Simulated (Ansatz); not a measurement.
**Cost against result**

Saddle point of GaAsH$_{6}$O$_{2}$, closed shell (GaH₃O₂ ([OH][GaH][OH]) + AsH₃ → GaAsH₄O₂ ([OH][Ga]([OH])[AsH2]) + H₂; bonds formed: H2–H5; dative contacts that become bonds: Ga1–As6; bonds broken: Ga1–H2, H5–As6), PBE0-D4/def2-TZVP structure:

```csv
atom,x (Å),y (Å),z (Å)
Ga1,0.2615,0.7021,0.2124
H2,-1.3956,0.5008,-0.4618
O3,1.3222,1.6982,-0.8360
O4,0.4246,0.9817,1.9708
H5,-1.4595,-0.4898,-0.9748
As6,-0.3367,-1.6744,-0.4677
H7,1.1891,1.5794,-1.7776
H8,1.0183,1.7112,2.1665
H9,-1.1665,-1.8860,0.7785
H10,0.1427,-3.1232,-0.6104
```

Barriers are electronic and count from the start structure reached by relaxing down the imaginary mode.

Program: Ansatz 0.2.0. Basis: as named in each row. Cores are frozen in the correlated methods. Filled d shells of the heavier atoms are correlated. The def2 sets are not built for correlating such inner shells, so the correlated values are less sure here. B3LYP uses VWN-RPA correlation. Extrapolation: Hartree–Fock as exp(−7.88 √X), correlation as X^−2.97.

Times are rough, for one single point on 8 threads of a shared host (Intel Xeon Platinum 8488C).

The estimate by CCSD(T) at an estimated basis limit (MP2 extrapolated from triple and quadruple zeta, plus CCSD(T) − MP2 in triple zeta) is 184.1 kJ/mol.

```csv
method,basis,time (s),barrier (kJ/mol),method less estimate
HF,STO-3G,under 1,375.7,191.6
SPW92,def2-SVP,under 1,125.6,-58.5
PBE-D4,def2-SVP,under 1,142.6,-41.5
PBE-D4,STO-3G,under 1,214.9,30.8
B3LYP-D4,6-31G,under 1,179.3,-4.8
SPW92,def2-TZVPP,under 1,129.4,-54.7
PBE0-D4,def2-SVP,under 1,166.8,-17.3
PBE-D4,def2-TZVPP,under 1,145.1,-39.0
BLYP-D4,def2-TZVPP,1,158.6,-25.5
B3LYP-D4,def2-TZVPP,1,175.5,-8.6
BHLYP-D4,def2-TZVPP,1,202.0,17.9
r2SCAN-D4,def2-TZVPP,2,160.6,-23.5
PBE0-D4,def2-TZVPP,2,167.0,-17.1
CAM-B3LYP-D4,def2-TZVPP,2,190.9,6.8
r2SCAN0-D4,def2-TZVPP,2,176.5,-7.6
wB97M-V,def2-SVP,2,188.4,4.3
RPA on PBE,def2-TZVPP,2,186.7,2.6
B2PLYP,def2-TZVPP,3,182.0,-2.1
PBE-QIDH,def2-TZVPP,3,184.0,-0.1
B97M-V,def2-TZVPP,3,169.6,-14.5
wB97X-V,def2-TZVPP,3,196.3,12.2
wB97M-V,def2-TZVPP,4,191.2,7.1
CCSD(T),def2-SVP,5,194.1,10.1
MP2,def2-QZVPP,12,184.3,0.2
CCSD(T),def2-TZVPP,76,186.6,2.5
```

All methods are single points on the PBE0-D4 structures.

The T1 diagnostic stays at or below 0.014.

Labels in which every atom is bracketed show which atoms are joined, not bond orders.
